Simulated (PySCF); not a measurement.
Isomers of C6H9Al. Method: PBE0-D3(BJ)/def2-SVP geometry optimisation, gas phase in PySCF. Energies are electronic, without zero-point or thermal terms, for one conformer each. No frequencies were run at this level. Point groups hold within 0.08 Å.

Question: Rank from lowest to highest electronic energy at this level (kcal/mol).
A. `[CH:1]#[C:2][C@H:3]1[CH2:4][CH2:5][AlH:6][CH2:7]1` with C2–C3–C4–C5 64°, C3–C4–C5–Al6 28°, C4–C5–Al6–C7 0°, C5–Al6–C7–C3 -26°
B. `[CH:1]#[C:2][C@H:3]1[CH2:4][CH2:5][CH2:6][AlH:7]1` with C2–C3–C4–C5 159°, C3–C4–C5–C6 -54°, C4–C5–C6–Al7 37°, C5–C6–Al7–C3 -13°
C. `[CH2:1]=[CH:2][Al:3]([CH:4]=[CH2:5])[CH:6]=[CH2:7]` with C1–C2–Al3–C4 179°, C2–Al3–C4–C5 -1°, C2–Al3–C6–C7 179°

Answer: B (0.0), A (1.0), C (1.4).

As drawn, the lowest has a C≡C bond, which the highest lacks; the highest has a C=C bond outside aromatic rings, which the lowest lacks. Neighbours under 2.5 kcal/mol apart (C#C[C@H]1CC[CH2][AlH]1 and C#C[C@H]1C[CH2][AlH][CH2]1; C#C[C@H]1C[CH2][AlH][CH2]1 and C=[CH][Al]([CH]=C)[CH]=C) can change places with a better method, another conformer or zero-point energy.

```json
{"SMILES": "C#C[C@H]1CC[CH2][AlH]1", "E (Eh)": "-475.77071", "E rel (kcal/mol)": "0.0", "dipole (D)": "1.51", "point group": "C1", "A, B, C (MHz)": "4027, 1578, 1229"}
{"SMILES": "C#C[C@H]1C[CH2][AlH][CH2]1", "E (Eh)": "-475.76918", "E rel (kcal/mol)": "1.0", "dipole (D)": "0.46", "point group": "C1", "A, B, C (MHz)": "2943, 1954, 1810"}
{"SMILES": "C=[CH][Al]([CH]=C)[CH]=C", "E (Eh)": "-475.76852", "E rel (kcal/mol)": "1.4", "dipole (D)": "0.01", "point group": "–", "A, B, C (MHz)": "1900, 1896, 949.0"}
```

How do the relative energies change in single points at PBE0/pcSseg-1 (no added dispersion term) on the same geometries?

```tsv
SMILES	PBE0-D3(BJ)/def2-SVP (kcal/mol)	PBE0/pcSseg-1 (kcal/mol)	shift
C#C[C@H]1CC[CH2][AlH]1	0.0	1.5	+1.5
C#C[C@H]1C[CH2][AlH][CH2]1	1.0	2.7	+1.7
C=[CH][Al]([CH]=C)[CH]=C	1.4	0.0	-1.4
```

Each column counts from its own lowest isomer. C=[CH][Al]([CH]=C)[CH]=C becomes the lowest; the largest shift is 1.7 kcal/mol.
